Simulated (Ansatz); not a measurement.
Computed with Ansatz on PBE0-D4/def2-TZVP structures; ΔE is electronic, products minus reactants. CBS: MP2 limit from def2 TZ/QZ plus the TZ coupled-cluster correction, frozen cores. This one scheme is used for every species. For Se outer-core shells are correlated without core-valence functions, which leaves a few kJ/mol of doubt a bond. Scalar relativity is left out up to krypton.

Consider the ligand exchange at the Al–Se bond: `C[Se][AlH2]` + `[OH][AlH2]` → `[AlH2][O][AlH2]` + `C[SeH]`.

```
          species  CCSD(T)/CBS(def2) energy (Eh)
    `C[Se][AlH2]`                    -2683.80327
     `[OH][AlH2]`                     -319.03157
`[AlH2][O][AlH2]`                     -561.69291
         `C[SeH]`                    -2441.15625
```

**Question.** Work out ΔE.

**Answer.** ΔE = (-561.69291) + (-2441.15625) − (-2683.80327) − (-319.03157) = -0.01432 Eh = -0.39 eV.

Largest T1 diagnostic among the species: 0.013.

From BLYP to BHLYP (50 % exact exchange), in def2-TZVPP and without D4, ΔE moves by −0.04 eV. In def2-TZVPP, CCSD(T) changes the Hartree–Fock value by +0.12 eV (the triples alone add +0.03 eV) and MP2 by +0.13 eV. At CCSD(T), def2-SVP lies −0.14 eV from the extrapolated value and def2-TZVPP −0.05 eV.
